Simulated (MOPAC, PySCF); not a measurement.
C$_{2}$H$_{14}$Ge$_{2}$Si$_{2}$, SMILES `[SiH2]([GeH2][SiH2][GeH2][CH3])C`, neutral singlet in the gas phase. 

Z-matrix (Å, degrees):
```
Si
H 1 1.4960
H 1 1.4961 2 107.43
Ge 1 2.3954 2 108.92 3 117.88
H 4 1.5487 1 108.90 2 63.24
H 4 1.5488 5 106.61 1 -117.33
Si 4 2.3951 5 110.08 6 -119.32
H 7 1.4947 4 108.18 5 -179.50
H 7 1.4948 8 107.67 4 -116.69
C 7 1.8905 8 110.33 9 -120.49
H 10 1.1012 7 110.70 8 179.46
H 10 1.1013 11 108.12 7 -121.43
H 10 1.1019 11 108.25 12 -117.02
Ge 1 2.3957 2 109.60 3 -119.05
H 14 1.5477 1 109.20 2 -63.10
H 14 1.5478 15 107.43 1 118.32
C 14 1.9741 15 109.46 16 118.79
H 17 1.0998 14 110.15 15 -178.90
H 17 1.0998 18 108.71 14 120.78
H 17 1.1002 18 108.81 19 118.35
```
Charge 0, multiplicity 1.

All levels are single points at this geometry (B3LYP-D3(BJ)/def2-SVP); Pople sets use spherical d functions. Orbital energies aren't observables, and empty levels follow the basis.

PM3 in MOPAC gives dipole (D) = 1.41.

Problem. Estimate the dipole (D) from each of these levels: ωB97X-D3(BJ)/def2-TZVP in PySCF; B3LYP/LANL2DZ in PySCF; HF/6-31G* in PySCF; PM6 in MOPAC; PM7 in MOPAC.

Solution. 
```csv
level,dipole (D)
ωB97X-D3(BJ)/def2-TZVP in PySCF,0.34
B3LYP/LANL2DZ in PySCF,0.16
HF/6-31G* in PySCF,0.21
PM6 in MOPAC,0.90
PM7 in MOPAC,1.07
```
